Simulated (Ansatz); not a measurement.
Basis-set extrapolation for `CS[SiH](F)[SiH3]` (PBE0-D4/def2-TZVP geometry, frozen core, Ansatz). Multiplicity 1, RHF reference.

```json
{"": "HF", "def2-TZVPP": "-1116.962601", "def2-QZVPP": "-1116.998756"}
{"": "MP2 correlation", "def2-TZVPP": "-0.849599", "def2-QZVPP": "-0.920564"}
{"": "CCSD(T) correlation", "def2-TZVPP": "-0.946325", "def2-QZVPP": "not run"}
```

Energies in hartree. Use E(X) = E(∞) + A·exp(−7.88·√X) for Hartree–Fock and E(X) = E(∞) + B·X^(−2.97) for correlation, with X = 3 and 4, and add CCSD(T) minus MP2 of the smaller set to the MP2 limit.

**Question.** What is the CCSD(T) energy at the basis-set limit?

**Answer.** HF limit: -1116.998756 + (-0.036155) × 0.13774 = -1117.00374. MP2 limit: -0.920564 + (-0.070965) × 0.74074 = -0.97313. Higher-order term: -0.946325 − (-0.849599) = -0.09673. Total: -1118.07360 hartree, 4.48 eV below CCSD(T)/def2-TZVPP.
